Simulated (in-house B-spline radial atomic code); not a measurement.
## BP86 excitations of K⁷⁺

Method: BP86. Computed with an all-electron radial atomic-structure program (B-spline basis): linear response of the closed shell [Ne] 3s2 with the functional's adiabatic kernel; scalar-relativistic (spin-free one-electron X2C), finite nucleus, no spin-orbit coupling, no double excitations, S, P, D and F terms only.

Command:
```bash
python run_td.py task.json out
```
Settings (radii: box in bohr, nucleus in fm):
```
Z                        19
electrons                12
configuration            [Ne] 3s2
hamiltonian              x2c
method                   b88,p86
box_radius               12.81
rms_radius               3.4349
intervals                71
```

Run time, properties included: 0.5 s on 1 thread of Arm Neoverse N1, on a shared host.

The lowest states, in the order of their Tamm-Dancoff energies; the method's threshold (minus the highest occupied level) is 146.00 eV. Labels give the largest channel, * marks a mixed state, and oscillator strengths are full-response dipole values. Semilocal kernels can invert the small singlet-triplet splittings of Rydberg terms. Energies in eV:

```tsv
state	full response	Tamm-Dancoff	oscillator strength
3s → 3p 3P	15.437	15.809	-
3s → 3p 1P	23.940	24.734	1.09
3s → 3d 3D	42.76	42.94	-
3s → 3d 1D	?	?	-
3s → 4s 3S	78.31	78.32	-
3s → 4s 1S	79.68	79.72	-
3s → 4p 3P	85.12	85.13	-
3s → 4p 1P	85.44	85.47	0.235
3s → 4d 3D	94.50	94.52	-
3s → 4d 1D	94.53	94.54	-
3s → 4f 3F	97.36	97.40	-
3s → 4f 1F	97.77	97.79	-
3s → 5s 3S	107.23	107.23	-
3s → 5s 1S	?	?	-
3s → 5p 3P	110.36	110.37	-
3s → 5p 1P	110.40	110.41	0.0835
3s → 5d 1D	114.64	114.65	-
3s → 5d 3D	114.69	114.70	-
```

Question: Where does 3s → 3d 1D lie?

Answer: At 46.56 eV in full response, 46.57 eV in Tamm-Dancoff.

Question: Where does 3s → 5s 1S lie?

Answer: At 107.60 eV in full response, 107.61 eV in Tamm-Dancoff.

Question: How large is the singlet-triplet splitting of 3s → 3p (P terms) in Tamm-Dancoff?

Answer: 8.92 eV, from the unrounded values.

Question: What polarisabilities and dispersion coefficient does the method give?

Answer: Dipole 1.477 bohr³, quadrupole 1.035 bohr⁵, C6 1.553 hartree·bohr⁶ for two such species.
